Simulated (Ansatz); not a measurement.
The same path of C$_{2}$H$_{7}$NO$_{2}$Se (13 atoms, charge 0, multiplicity 1) was run twice with different band settings. The coordinate that changes most is the height of N4 over the plane of its neighbours.

Theory: RKS B3LYP-D4/def2-SVP (Ansatz).

Relaxed end points:

```xyz
13
Properties=species:S:1:pos:R:3
C -0.012 -1.358 -0.947
O -0.685 -0.182 -0.531
C 0.035 0.639 0.367
N 0.389 0.055 1.612
O 1.222 1.084 -0.198
Se -1.243 2.149 0.758
H -0.679 -1.870 -1.653
H 0.193 -2.035 -0.098
H 0.944 -1.127 -1.447
H 1.263 -0.464 1.557
H -0.362 -0.506 2.002
H 0.996 1.654 -0.946
H -2.043 1.926 -0.462
```

```xyz
13
Properties=species:S:1:pos:R:3
C -0.033 -1.348 -1.131
O -0.620 -0.144 -0.641
C 0.127 0.532 0.316
N 0.352 -0.266 1.465
O 1.373 0.946 -0.128
Se -0.992 2.245 0.652
H -0.709 -1.722 -1.911
H 0.074 -2.099 -0.332
H 0.961 -1.155 -1.565
H 1.002 0.181 2.107
H -0.518 -0.474 1.947
H 1.223 1.593 -0.833
H -2.219 1.677 0.068
```

Common settings: movable images 7; climbing image yes; spring 5.0 eV/Å²; optimiser quadratic models (default); start path IDPP; iteration limit 32; end points relaxed.

| run | force threshold |
| --- | --- |
| 1 | 0.03 eV/Å |
| 2 | 0.5 eV/Å |

Problem. What does each run give, and how far can it be trusted?

Solution. Run 1: converged after 12 iterations, highest image 0.049 eV above the first end. A vibrational analysis at the climbing image gives one clearly imaginary mode, 472i cm⁻¹: a first-order saddle point.
Run 2: converged after 2 iterations, highest image 0.080 eV above the first end. The threshold of 0.5 eV/Å is loose, so the images may lie well off the minimum-energy path. The order of the stationary point at the top wasn't checked.
